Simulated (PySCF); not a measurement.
Gas-phase reaction: 4 SbH3 + C6H6 ⇌ 2 Sb(CH3)3 + Sb2, at 800 K and a standard pressure of 1 bar. Level: ωB97X-V/def2-TZVP†.

Energies from PySCF, thermal terms from the rigid-rotor harmonic-oscillator model, ideal gas at 1 bar. † marks an energy on the PBE0/def2-TZVP geometry and frequencies. All species are closed-shell singlets. Sb: scalar-relativistic def2 core potential, no spin-orbit coupling. The harmonic model lacks anharmonicity and excited electronic states, which grow with temperature; levels with a mode under 35 cm⁻¹ are left out. Soft modes under 120 cm⁻¹ make the harmonic entropy rough for Sb(CH3)3.

```tsv
species	E (Ha)	H(800 K) − E (kJ/mol)	S°(800 K) (J/mol/K)
SbH3	-242.00821	87.7	283.7
C6H6	-232.25937	349.7	399.9
Sb(CH3)3	-359.97828	391.5	515.0
Sb2	-480.47639	30.1	292.3
```
E: electronic energy; H − E holds the zero-point and thermal terms. 1 Ha = 2625.5 kJ/mol.

Task: Work out ΔH°, ΔS°, ΔG° and log10 K from these numbers.

Result: 1. ΔE = 2×(-359.97828) + 1×(-480.47639) − 4×(-242.00821) − 1×(-232.25937) = -0.14074 Ha = -369.5 kJ.
2. Δ(H − E) = 2×(391.5) + 1×(30.1) − 4×(87.7) − 1×(349.7) = 112.6 kJ, so ΔH° = -256.9 kJ.
3. ΔS° = 2×(515.0) + 1×(292.3) − 4×(283.7) − 1×(399.9) = -212.4 J/K; the number of gas molecules changes by -2.
4. ΔG° = ΔH° − TΔS° = -256.9 − 800×(-212.4)/1000 = -87.0 kJ.
5. log10 K = −ΔG°/(RT ln 10) = 5.68, with RT ln 10 = 15.32 kJ/mol; at standard pressures the products are favoured.
6. A shift of 10 kJ in ΔE would move log10 K by 0.65 here.
7. Lowering the total pressure from 1 bar to 0.01 bar multiplies the mole-fraction quotient K_x = K (p/p°)^(−Δn) by 10^-4, which pushes the balance towards the reactants.
For scale, ΔH°(298 K) is -263 kJ at this level, -264 kJ at ωB97M-V/def2-TZVP†, and runs from -388 to -199 kJ over the 15 levels computed.
